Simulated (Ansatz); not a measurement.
Isolated molecules relaxed with PBE0-D4/def2-TZVP in Ansatz; ΔE leaves out vibrations. CBS: MP2 limit from def2 TZ/QZ plus the TZ coupled-cluster correction, frozen cores. DFT in def2-TZVPP. B3LYP here is the variant with VWN-RPA as its local correlation; programs differ in this. HSE06 is defined as in plane-wave codes. Each species was taken in one conformer, which may not be the lowest.

Consider the isomerisation: `CNC(=O)[SiH3]` → `NC1([SiH3])CO1`.

`CNC(=O)[SiH3]`:

```xyz
12

C     0.105    0.625   -1.966
N     0.397    0.267   -0.599
C    -0.544   -0.193    0.260
O    -1.716   -0.345   -0.044
Si   -0.002   -0.628    2.047
H     0.680    0.013   -2.665
H    -0.957    0.449   -2.131
H     0.324    1.679   -2.154
H     1.339    0.360   -0.260
H     1.456   -0.386    2.249
H    -0.303   -2.060    2.282
H    -0.778    0.222    2.981
```

`NC1([SiH3])CO1`:

Cartesian coordinates in Å:
```
N -1.152 0.215 -1.089
C -0.190 -0.174 -0.134
Si 1.259 1.012 0.076
C -0.594 -1.019 0.987
O 0.184 -1.578 -0.055
H -0.754 0.301 -2.015
H -1.940 -0.419 -1.128
H 2.211 0.424 1.050
H 0.782 2.331 0.564
H 1.929 1.199 -1.240
H -1.629 -1.356 1.028
H -0.106 -0.937 1.956
```

```tsv
level	ΔE (kJ/mol)	difference from CCSD(T)/CBS
BLYP-D4	149.6	23.6
HSE06-D4	127.5	1.5
ωB97M-V	126.6	0.6
B3LYP	146.3	20.3
r2SCANh	132.4	6.4
CAM-B3LYP	139.3	13.3
CCSD/def2-SVP	140.0	14.0
MP2/def2-TZVPP	122.8	-3.2
HF/def2-QZVPP	148.6	22.6
MP2/CBS(def2)	122.1	-3.9
CCSD(T)/CBS	126.0	0
```

Largest T1 diagnostic among the species: 0.016.

Leaving LDA and LC-ωPBE aside and taking each functional with its dispersion term where it has one, the values, not all of them listed here, spread over 25.4 kJ/mol, from PBE-QIDH to BLYP-D4. LDA lies −7.9 kJ/mol from PBE without D4. From r2SCAN to r2SCAN0 (25 % exact exchange), in def2-TZVPP and without D4, ΔE moves by −5.7 kJ/mol. In def2-TZVPP, CCSD(T) changes the Hartree–Fock value by −21.7 kJ/mol (the triples alone add +0.8 kJ/mol) and MP2 by −25.7 kJ/mol.

CCSD(T)/CBS has its own doubt, a few kJ/mol and more with outer-core shells, so smaller differences from it don't rank the levels.
